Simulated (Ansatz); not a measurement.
Gas-phase electronic energies from Ansatz, PBE0-D4/def2-TZVP geometries. CCSD(T)/CBS adds triple-zeta CCSD(T) − MP2 to the extrapolated MP2 energy (def2 sets, frozen cores). Functionals use def2-TZVPP. For Ge outer-core shells are correlated without core-valence functions, which leaves a few kJ/mol of doubt a bond. Scalar relativity is left out up to krypton. Each species was taken in one conformer, which may not be the lowest.

`CN[CH2][GeH3]` + `NC(=O)[SiH2]Cl` → `CNC(=O)[SiH2]Cl` + `N[CH2][GeH3]`  (substitution at a C–N bond)

`CN[CH2][GeH3]`:

Cartesian coordinates in Å:
```
C 0.369 1.614 -1.215
N 0.071 0.868 -0.012
C -0.083 -0.551 -0.246
Ge -0.505 -1.489 1.427
H -0.487 1.566 -1.894
H 1.250 1.240 -1.763
H 0.536 2.665 -0.967
H 0.792 1.030 0.680
H -0.925 -0.708 -0.928
H 0.794 -1.024 -0.721
H -1.895 -1.085 1.940
H 0.545 -1.112 2.491
H -0.461 -3.013 1.210
```

`NC(=O)[SiH2]Cl`:

Z-matrix (Å, degrees):
```
Si
Cl 1 2.068
C 1 1.908 2 111.1
H 1 1.478 2 108.5 3 -119.2
H 1 1.478 2 108.5 3 119.2
O 3 1.218 1 115.0 2 -179.9
N 3 1.346 1 120.6 2 0.1
H 7 1.008 3 119.5 1 180.0
H 7 1.005 3 120.9 1 -0.0
```

`CNC(=O)[SiH2]Cl`:

Z-matrix (Å, degrees):
```
C
N 1 1.443
H 1 1.089 2 107.7
H 1 1.093 2 111.0 3 119.3
H 1 1.093 2 111.0 3 -119.3
C 2 1.345 1 123.1 3 -0.3
H 2 1.007 1 119.5 3 179.7
Si 6 1.903 2 120.3 1 -180.0
O 6 1.222 2 124.9 1 0.0
Cl 8 2.070 6 110.9 2 -0.0
H 8 1.478 6 108.8 2 119.1
H 8 1.478 6 108.8 2 -119.1
```

`N[CH2][GeH3]`:

```xyz
10

N     0.716   -1.265    0.497
C     0.739    0.077   -0.066
Ge   -1.096    0.676   -0.437
H     0.248   -1.273    1.395
H     1.655   -1.613    0.649
H     1.242    0.835    0.552
H     1.263    0.050   -1.025
H    -1.937    0.537    0.847
H    -1.732   -0.180   -1.543
H    -1.099    2.155   -0.869
```

| level | ΔE (kcal/mol) |
| --- | --- |
| PBE0 | -1.5 |
| CCSD/def2-TZVPP | -1.2 |

Problem. What does CCSD(T)/CBS give? (Estimate.)

Solution. Computed: -1.5 kcal/mol. The listed levels differ from it by 0.0, 0.3 kcal/mol.

Largest T1 diagnostic among the species: 0.015.
